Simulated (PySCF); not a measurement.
H5AlN2, singlet, geometry from GFN2-xTB (such geometries of metal compounds can be far from the true shape), atoms displaced at random by about 0.08 Å a coordinate; HF/STO-3G, gradient by finite differences (PySCF).

The PySCF input:
```python
from pyscf import gto, scf

mol = gto.Mole()
mol.atom = '''
    Al   -0.23577048   -0.29846859   -0.32594905
    H    -0.94927425   -1.12464752   -1.25398466
    N    -0.04434353    1.52792675   -0.51707973
    H    -0.28890231    1.97420143   -1.25837630
    H     0.49476015    2.20488576   -0.22816579
    N     0.30781463   -1.19680123    0.93988071
    H     1.08818327   -0.74052877    1.71461363
    H     0.35776226   -2.15014051    1.18316173
'''
mol.basis = 'sto-3g'
mol.verbose = 4
mol.build()

mf = scf.RHF(mol)
mf.conv_tol = 1e-11
mf.kernel()
scan, done = mf.as_scanner(), []
scan.scf_summary = {}
def energy(d):
    c = mol.atom_coords()
    c[1, 2] += d
    e = scan(mol.set_geom_(c, unit='Bohr', inplace=False))
    done.append(scan.converged)
    return e
h = 0.2
fd = (energy(h) - energy(-h)) / (2 * h)
print('dE/dx =', fd)
```

It wrote (shortened):

```
PySCF version 2.14.0

[INPUT] verbose = 4
[INPUT] num. atoms = 8
[INPUT] num. electrons = 32
[INPUT] charge = 0
[INPUT] spin (= nelec alpha-beta = 2S) = 0
[INPUT] symmetry False subgroup None
[INPUT] Mole.unit = angstrom
[INPUT] Symbol           X                Y                Z      unit          X                Y                Z       unit  Magmom
[...]
nuclear repulsion = 103.140831470178
number of shells = 16
number of NR pGTOs = 72
number of NR cGTOs = 24
basis = sto-3g
ecp = {}

******** <class 'pyscf.scf.hf.RHF'> ********
method = RHF
initial guess = minao
damping factor = 0
level_shift factor = 0
DIIS = <class 'pyscf.scf.diis.CDIIS'>
diis_start_cycle = 1
diis_space = 8
diis_damp = 0
SCF conv_tol = 1e-11
SCF conv_tol_grad = None
SCF max_cycles = 50
direct_scf = True
direct_scf_tol = 1e-13
Set gradient conv threshold to 3.16228e-06
Initial guess from minao.
init E= -349.524909310207
[...]
cycle= 1 E= -349.284217655576  delta_E= 0.241  |g|= 0.495  |ddm|=  3.3
[...]
cycle= 2 E= -349.364458720374  delta_E= -0.0802  |g|= 0.123  |ddm|= 0.836
[...]
cycle= 3 E= -349.369604963625  delta_E= -0.00515  |g|= 0.0204  |ddm|= 0.181
[...]
cycle= 4 E= -349.369828566173  delta_E= -0.000224  |g|= 0.00388  |ddm|= 0.0441
[...]
cycle= 5 E= -349.369836468779  delta_E= -7.9e-06  |g|= 0.000829  |ddm|= 0.00846
[...]
cycle= 6 E= -349.369836950466  delta_E= -4.82e-07  |g|= 0.000202  |ddm|= 0.00218
[...]
cycle= 7 E= -349.369836987409  delta_E= -3.69e-08  |g|= 4.45e-05  |ddm|= 0.00067
[...]
cycle= 8 E= -349.369836989388  delta_E= -1.98e-09  |g|= 1.08e-05  |ddm|= 0.000152
[...]
cycle= 9 E= -349.369836989509  delta_E= -1.22e-10  |g|= 2.04e-06  |ddm|= 4.03e-05
[...]
cycle= 10 E= -349.369836989513  delta_E= -4.21e-12  |g|= 3.56e-07  |ddm|= 7.45e-06
[...]
Extra cycle  E= -349.369836989513  delta_E= 5.68e-13  |g|= 1.45e-07  |ddm|= 7.17e-07
converged SCF energy = -349.369836989513
Create scanner for <class 'pyscf.scf.hf.RHF'>

WARN: Mole.unit (angstrom) is changed to Bohr

New geometry
   1 Al    -0.235770480000  -0.298468590000  -0.325949050000 AA   -0.445541635457  -0.564023891885  -0.615954435062 Bohr
   2 H     -0.949274250000  -1.124647520000  -1.148149217816 AA   -1.793868349602  -2.125275799471  -2.169687571806 Bohr
   3 N     -0.044343530000   1.527926750000  -0.517079730000 AA   -0.083797127096   2.887363095897  -0.977139074264 Bohr
   4 H     -0.288902310000   1.974201430000  -1.258376300000 AA   -0.545946242654   3.730700017425  -2.377986568644 Bohr
[...]
[...]
cycle= 8 E= -349.362682048392  delta_E= -1.02e-12  |g|= 2.94e-07  |ddm|= 3.44e-06
[...]
Extra cycle  E= -349.362682048392  delta_E= 1.14e-13  |g|= 1.24e-07  |ddm|= 7.1e-07
converged SCF energy = -349.362682048392

WARN: Mole.unit (angstrom) is changed to Bohr

New geometry
   1 Al    -0.235770480000  -0.298468590000  -0.325949050000 AA   -0.445541635457  -0.564023891885  -0.615954435062 Bohr
   2 H     -0.949274250000  -1.124647520000  -1.359820102184 AA   -1.793868349602  -2.125275799471  -2.569687571806 Bohr
   3 N     -0.044343530000   1.527926750000  -0.517079730000 AA   -0.083797127096   2.887363095897  -0.977139074264 Bohr
   4 H     -0.288902310000   1.974201430000  -1.258376300000 AA   -0.545946242654   3.730700017425  -2.377986568644 Bohr
   5 H      0.494760150000   2.204885760000  -0.228165790000 AA    0.934961180849   4.166630222353  -0.431170854095 Bohr
   6 N      0.307814630000  -1.196801230000   0.939880710000 AA    0.581685347834  -2.261626550243   1.776117131662 Bohr
   7 H      1.088183270000  -0.740528770000   1.714613630000 AA    2.056368353634  -1.399396562661   3.240150170146 Bohr
   8 H      0.357762260000  -2.150140510000   1.183161730000 AA    0.676072689105  -4.063176693233   2.235851630767 Bohr

******** <class 'pyscf.scf.hf.RHF_Scanner'> ********
method = RHF_Scanner
initial guess = minao
damping factor = 0
level_shift factor = 0
DIIS = <class 'pyscf.scf.diis.CDIIS'>
diis_start_cycle = 1
diis_space = 8
diis_damp = 0
SCF conv_tol = 1e-11
SCF conv_tol_grad = None
SCF max_cycles = 50
direct_scf = True
direct_scf_tol = 1e-13
Set gradient conv threshold to 3.16228e-06
init E= -349.359380727062
[...]
cycle= 1 E= -349.37107151894  delta_E= -0.0117  |g|= 0.0146  |ddm|= 0.0972
[...]
cycle= 2 E= -349.371204169944  delta_E= -0.000133  |g|= 0.00374  |ddm|= 0.0315
[...]
cycle= 3 E= -349.371213408346  delta_E= -9.24e-06  |g|= 0.000988  |ddm|= 0.00821
[...]
cycle= 4 E= -349.37121417631  delta_E= -7.68e-07  |g|= 0.000316  |ddm|= 0.00241
[...]
cycle= 5 E= -349.371214257484  delta_E= -8.12e-08  |g|= 6.1e-05  |ddm|= 0.000905
[...]
cycle= 6 E= -349.371214260802  delta_E= -3.32e-09  |g|= 1.21e-05  |ddm|= 0.000204
[...]
cycle= 7 E= -349.371214260902  delta_E= -1e-10  |g|= 2.44e-06  |ddm|= 3.54e-05
[...]
cycle= 8 E= -349.371214260906  delta_E= -4.26e-12  |g|= 6.17e-07  |ddm|= 6.81e-06
[...]
Extra cycle  E= -349.371214260907  delta_E= -7.39e-13  |g|= 2.61e-07  |ddm|= 1.49e-06
converged SCF energy = -349.371214260907
dE/dx = 0.021330531286736232
```
